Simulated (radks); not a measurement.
The numbers below are computed, except where a source is named.
Fractional charge and spin in the 5s shell of praseodymium: the spin-up occupation runs from 0 to 1 and the spin-down occupation from 0 to 1; the fullest corner is Pr2+, [Kr] 4d10 4f(up 1.5, down 1.5) 5p6 5s(up 1, down 1). Code: a radial shooting solver on a logarithmic mesh with Libxc functionals. Model: scalar-relativistic Kohn-Sham, PBEsol, spin-polarised, spherical densities, point nucleus. Energy (eV) minus the two flat planes that join the four corners (they meet along the diagonal where the two added fractions sum to one electron); zero is where a piecewise linear energy would lie.

| down \ up | 0 | 0.25 | 0.5 | 0.75 | 1 |
|---|---|---|---|---|---|
| 0 | 0.000 | -1.250 | -1.661 | -1.241 | 0.000 |
| 0.25 | -1.250 | -1.601 | -1.124 | 0.173 | -1.177 |
| 0.5 | -1.661 | -1.124 | 0.231 | -1.064 | -1.561 |
| 0.75 | -1.241 | 0.173 | -1.064 | -1.505 | -1.164 |
| 1 | 0.000 | -1.177 | -1.561 | -1.164 | 0.000 |

Corners above the fullest one (they belong to Pr3+ and the next ion): (up 1, down 0) 57.946 eV, (up 0, down 1) 57.946 eV, (up 0, down 0) 129.72 eV. With half an added electron in each spin the energy lies 0.231 eV from the planes, and with half an added electron in spin up alone -1.661 eV. The planes are only a guide here: the flat-plane condition holds for ground states with one frontier orbital, while this shell lies below other occupied shells, so the corners above the fullest one are inner-hole states and not the ground states of those ions.
